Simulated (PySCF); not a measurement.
Spinor energies of Rh⁺ (rhodium, charge +1)

Start: [Kr] 4d8; 4d3/2 filled at m_j = -3/2, -1/2, +1/2, +3/2; 4d5/2 filled at m_j = -1/2, +1/2, +3/2, +5/2. Calculated with PySCF 2.14 in x2c-SVPall-2c (6s8p6d1f, 67 functions): generalised Hartree-Fock with the X2C-1e Hamiltonian and a Gaussian nucleus; one run each with spin-orbit coupling (SO) switched off, then screened by Boettger's factors.

| spinor shell | electrons | ε, spin-free (eV) | ε, screened SO (eV) | weight of nominal j (screened SO) | rms radius, screened SO (bohr) |
| --- | --- | --- | --- | --- | --- |
| 1s1/2 | 2 | -23345.8 | -23344.3 | 1.000 | 0.0375 |
| 2s1/2 | 2 | -3471.5 | -3471.0 | 1.000 | 0.154 |
| 2p1/2 | 2 | -3106.0 | -3206.2 | 1.000 | 0.134 |
| 2p3/2 | 4 | -3106.0 | -3059.3 | 1.000 | 0.138 |
| 3s1/2 | 2 | -661.35 | -661.20 | 1.000 | 0.415 |
| 3p1/2 | 2 | -537.85 | -555.69 | 1.000 | 0.411 |
| 3d3/2 | 4 | -340.54 | -343.66 | 0.997 | 0.401 |
| 3d5/2 | 6 | -340.54 | -338.28 | 0.998 | 0.405 |
| 4s1/2 | 2 | -108.62 | -108.57 | 1.000 | 1.05 |
| 4p1/2 | 2 | -71.332 | -75.360 | 0.943 | 1.15 |
| 4p3/2 | 4 | -71.332 | -69.356 | 0.972 | 1.18 |
| 4d3/2 | 4 | -19.445 | -19.844 | 0.697 | 1.66 |
| 4d5/2 | 4 | -19.445 | -19.052 | 0.734 | 1.69 |

**Question.** Where does 3p3/2 lie, and what is the 3p spin-orbit splitting (screened SO)?

**Answer.** At -529.42 eV, 26.272 eV above 3p1/2.

```csv
quantity,spin-free,screened SO
E (hartree),-4780.16181,-4780.88834
M_J,4,4
⟨J²⟩,20.016,20.015
⟨L²⟩,12.012,12.058
⟨S²⟩,2.004,2.006
```

Each row is a mean over spinors that exchange with the open shell spreads, by up to 7.109 eV (4p3/2).

Rows whose weight is well below 1 are mixtures of j = l ± 1/2: exchange outweighs spin-orbit coupling there, and the label is only the starting occupation.

Breit and QED terms are absent; they matter most for the inner s and p1/2 levels.

Densities and radii are taken from the X2C orbitals without a picture-change correction, which distorts them close to the nucleus.

Without spin-orbit coupling the j labels of p, d and f shells carry no meaning; the spin-free column gives the mean over the occupied spinors of each nl shell.
